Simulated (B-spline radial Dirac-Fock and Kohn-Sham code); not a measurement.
X-ray emission lines of Hf⁴⁵⁺

System: hafnium as Hf⁴⁵⁺ in the configuration [Ar] 3d9.

The run's input, task.json:

```json
{"items": [{
  "Z": 72,
  "q": 45,
  "cfg": [[1, 0, 2], [2, 0, 2], [2, 1, 6], [3, 0, 2], [3, 1, 6], [3, 2, 9]],
  "A": 180,
  "rrms": 5.347,
  "do": ["binding"]
}]}
```

Launch: `python xray_run.py task.json out`

Model: relaxed Dirac-Fock hole states (ΔSCF) with Breit and QED corrections and a finite nucleus. Program: a radial finite-basis atomic code. A line energy is the difference of two single-hole energies; the list is a selection of electric-dipole transitions between resolved j subshells. Electron correlation is not included.

```tsv
line	energy (eV)	wavelength (Å)
K-M3	63457.3	0.19538
K-M2	63184.1	0.19623
K-L3	55836.6	0.22205
K-L2	54650.6	0.22687
L1-M3	9332.9	1.3285
L1-M2	9059.7	1.3685
L2-M1	8307.4	1.4924
L3-M1	7121.4	1.7410
```

Values without a named source are computed, but for edge energies of neutral atoms, which are taken from tables.
